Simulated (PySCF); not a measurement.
TeO: from constants to spectrum

ROHF-CCSD(T) constants of TeO, ³Σ⁻ (triplet), unpaired electrons π ↑↑ (basis Te def2-TZVPP with ECP28, O def2-TZVPP; scalar-relativistic core potentials; PySCF 2.14; masses 129.9062 and 15.9949 u):

```
ωe           : 814.4 cm⁻¹
ωexe         : 4.08 cm⁻¹
Be           : 0.35497 cm⁻¹
αe           : 0.00208 cm⁻¹
De to Te + O : 3.84 eV
```

(1) What force constant and bond length do these constants imply?

(2) Estimate the centrifugal constant D from the Kratzer relation and find the Dunham coefficient a1.

Correlated steps freeze 5 core orbitals. These are scalar-relativistic numbers at best; spin–orbit coupling would shift them, the dissociation energy most. The state is the lowest determinant that a PBE0 search found; another state may lie lower at other levels.

## Answers

(1) Reduced mass μred = 14.241 u; k = 5.8918×10⁻⁷·μred·ωe² (u, cm⁻¹, mdyn/Å) = 5.57 mdyn/Å; Re = √(16.8576/(μred·Be)) (u, cm⁻¹, Å) = 1.826 Å.

(2) D = 4Be³/ωe² = 2.7e-07 cm⁻¹; a1 = −1 − αeωe/(6Be²) = -3.24.
